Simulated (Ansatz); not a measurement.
**What each rung costs, and what it gives**

Saddle point of SiNH8OF, closed shell (SiH₄O ([OH][SiH3]) + NH₃ + HF → SiNH₅ ([NH2][SiH3]) + H₂O + HF; bonds formed: Si1–N7, O2–H8, H6–F9; bonds broken: Si1–O2, H6–N7, H8–F9), PBE0-D4/def2-TZVP structure:

| atom | x (Å) | y (Å) | z (Å) |
| --- | --- | --- | --- |
| Si1 | -0.7749 | 0.0148 | -0.8483 |
| O2 | -0.3040 | -1.3912 | 0.5640 |
| H3 | -0.2971 | -1.0086 | -1.8016 |
| H4 | -1.0685 | 1.1525 | -1.8125 |
| H5 | -2.0979 | -0.0220 | -0.1691 |
| H6 | 1.2241 | 0.3742 | 0.6799 |
| N7 | 0.6072 | 0.9878 | -0.0478 |
| H8 | 0.6121 | -1.1737 | 1.0787 |
| F9 | 1.6910 | -0.5569 | 1.4897 |
| H10 | -1.0041 | -1.5360 | 1.2044 |
| H11 | 0.2172 | 1.7868 | 0.4443 |
| H12 | 1.1949 | 1.3725 | -0.7816 |

Barriers are electronic and count from the start structure reached by relaxing down the imaginary mode.

Program: Ansatz 0.2.0. Basis: as named in each row. Cores are frozen in the correlated methods. B3LYP uses VWN-RPA correlation. Extrapolation: Hartree–Fock as exp(−7.88 √X), correlation as X^−2.97.

Times are rough, for one single point on 4 threads of a shared host (AMD EPYC).

The estimate by CCSD(T) at an estimated basis limit (MP2 extrapolated from triple and quadruple zeta, plus CCSD(T) − MP2 in triple zeta) is 0.849 eV.

```json
{"method": "HF", "basis": "STO-3G", "time (s)": "under 1", "barrier (eV)": "1.134", "method less estimate": "0.285"}
{"method": "PBE-D4", "basis": "STO-3G", "time (s)": "2", "barrier (eV)": "-0.737", "method less estimate": "-1.586"}
{"method": "SPW92", "basis": "def2-SVP", "time (s)": "2", "barrier (eV)": "0.313", "method less estimate": "-0.536"}
{"method": "SPW92", "basis": "def2-TZVPP", "time (s)": "3", "barrier (eV)": "0.340", "method less estimate": "-0.509"}
{"method": "B3LYP-D4", "basis": "6-31G", "time (s)": "3", "barrier (eV)": "0.337", "method less estimate": "-0.512"}
{"method": "PBE-D4", "basis": "def2-SVP", "time (s)": "3", "barrier (eV)": "0.573", "method less estimate": "-0.276"}
{"method": "PBE0-D4", "basis": "def2-SVP", "time (s)": "3", "barrier (eV)": "0.689", "method less estimate": "-0.160"}
{"method": "PBE-D4", "basis": "def2-TZVPP", "time (s)": "4", "barrier (eV)": "0.599", "method less estimate": "-0.250"}
{"method": "BLYP-D4", "basis": "def2-TZVPP", "time (s)": "4", "barrier (eV)": "0.699", "method less estimate": "-0.150"}
{"method": "B3LYP-D4", "basis": "def2-TZVPP", "time (s)": "6", "barrier (eV)": "0.775", "method less estimate": "-0.074"}
{"method": "PBE0-D4", "basis": "def2-TZVPP", "time (s)": "6", "barrier (eV)": "0.716", "method less estimate": "-0.133"}
{"method": "BHLYP-D4", "basis": "def2-TZVPP", "time (s)": "6", "barrier (eV)": "0.911", "method less estimate": "0.062"}
{"method": "r2SCAN-D4", "basis": "def2-TZVPP", "time (s)": "7", "barrier (eV)": "0.701", "method less estimate": "-0.148"}
{"method": "CAM-B3LYP-D4", "basis": "def2-TZVPP", "time (s)": "8", "barrier (eV)": "0.758", "method less estimate": "-0.091"}
{"method": "wB97M-V", "basis": "def2-SVP", "time (s)": "9", "barrier (eV)": "0.784", "method less estimate": "-0.065"}
{"method": "r2SCAN0-D4", "basis": "def2-TZVPP", "time (s)": "9", "barrier (eV)": "0.781", "method less estimate": "-0.068"}
{"method": "B97M-V", "basis": "def2-TZVPP", "time (s)": "13", "barrier (eV)": "0.902", "method less estimate": "0.053"}
{"method": "PBE-QIDH", "basis": "def2-TZVPP", "time (s)": "14", "barrier (eV)": "0.804", "method less estimate": "-0.045"}
{"method": "wB97X-V", "basis": "def2-TZVPP", "time (s)": "15", "barrier (eV)": "0.796", "method less estimate": "-0.053"}
{"method": "B2PLYP", "basis": "def2-TZVPP", "time (s)": "15", "barrier (eV)": "0.819", "method less estimate": "-0.030"}
{"method": "RPA on PBE", "basis": "def2-TZVPP", "time (s)": "15", "barrier (eV)": "0.852", "method less estimate": "0.003"}
{"method": "wB97M-V", "basis": "def2-TZVPP", "time (s)": "16", "barrier (eV)": "0.815", "method less estimate": "-0.034"}
{"method": "CCSD(T)", "basis": "def2-SVP", "time (s)": "17", "barrier (eV)": "0.937", "method less estimate": "0.088"}
{"method": "MP2", "basis": "def2-QZVPP", "time (s)": "60", "barrier (eV)": "0.820", "method less estimate": "-0.029"}
{"method": "CCSD(T)", "basis": "def2-TZVPP", "time (s)": "270", "barrier (eV)": "0.870", "method less estimate": "0.021"}
```

All methods are single points on the PBE0-D4 structures; a negative value means that the method puts the saddle structure below the start.

T1 diagnostic: at most 0.011.

Labels in which every atom is bracketed show which atoms are joined, not bond orders.
